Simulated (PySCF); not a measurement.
Deuteron quadrupole couplings in `CCC(=S)C[SiH2]Cl`

Compound: C₄H₉ClSSi.
Cartesian coordinates in Å at the GFN2-xTB level; atoms count from 1:
```xyz
16
C4H9ClSSi angstrom
C     -2.4568    0.1192   -0.3021
C     -1.1850   -0.0618    0.5127
C     -0.0728   -0.7400   -0.2234
S     -0.2853   -1.4549   -1.6712
C      1.2580   -0.6966    0.4148
Si     2.2553    0.8051   -0.2562
Cl     3.9960    0.8591    0.7515
H     -2.8391   -0.8456   -0.6243
H     -2.2553    0.7157   -1.1886
H     -3.2186    0.6171    0.2926
H     -1.4038   -0.6609    1.4043
H     -0.8197    0.9074    0.8677
H      1.8215   -1.5983    0.1723
H      1.1713   -0.6193    1.5001
H      2.5141    0.6280   -1.6775
H      1.5126    2.0347    0.0157
```

Level: PBE0/pcSseg-1 (PySCF, non-relativistic); Q(2H) = 0.00286 b; rigid geometry, the same for H and D, with no vibrational averaging.

Question: Rank these positions by the coupling χzz of a deuteron there, largest first.
A. H10 (methyl hydrogen)
B. H11 (methylene hydrogen)
C. H14 (methylene hydrogen)
D. H16 (Si–H hydrogen)

Answer: A (213 kHz), C (207 kHz), B (200 kHz), D (107 kHz).

Tabulate Vzz, the asymmetry η and χzz = 234.96 MHz × Q × Vzz for every hydrogen position.

```csv
atom,bonded to,bond length (Å),Vzz (au),η,χzz (kHz)
H8,C1,1.087,0.3130,0.04,210
H9,C1,1.087,0.3138,0.04,211
H10,C1,1.087,0.3168,0.02,213
H11,C2,1.096,0.2975,0.03,200
H12,C2,1.095,0.2978,0.04,200
H13,C5,1.091,0.3073,0.03,206
H14,C5,1.092,0.3080,0.05,207
H15,Si6,1.455,0.1638,0.02,110
H16,Si6,1.462,0.1595,0.03,107
```

Average by the element that carries the hydrogen.

on C: 207 kHz over 7 positions, mean bond length 1.091 Å; on Si: 109 kHz over 2 positions, mean bond length 1.459 Å.

How does χzz go with the bond length over the 7 C–H bonds?

A straight-line fit has a slope of -13.0 kHz for each 0.01 Å, with a correlation coefficient of -0.97, over lengths from 1.087 to 1.096 Å. The longer bonds have the smaller couplings here.

A static deuteron (I = 1) shows a doublet split by (3/2)χ, (3/4)χ(1 + η) and (3/4)χ(1 − η) with the field along z, y and x of the gradient. What are these for H8?

With |χ| = 210.3 kHz and η = 0.038: 315, 164 and 152 kHz, to first order and without motion.

The structure is a single GFN2-xTB conformer in the gas phase; no vibrational or solvent corrections. GFN2-xTB bond lengths can be off by several hundredths of an ångström, more for odd bonds, and the gradients follow them. With so small a basis the couplings can be 20 % off.

These values come from a run that also computed NMR shieldings. On an Arm Neoverse N1 with one thread, no GPU (shared host), this took 58 s of wall time and 0.83 GiB of memory at its peak.
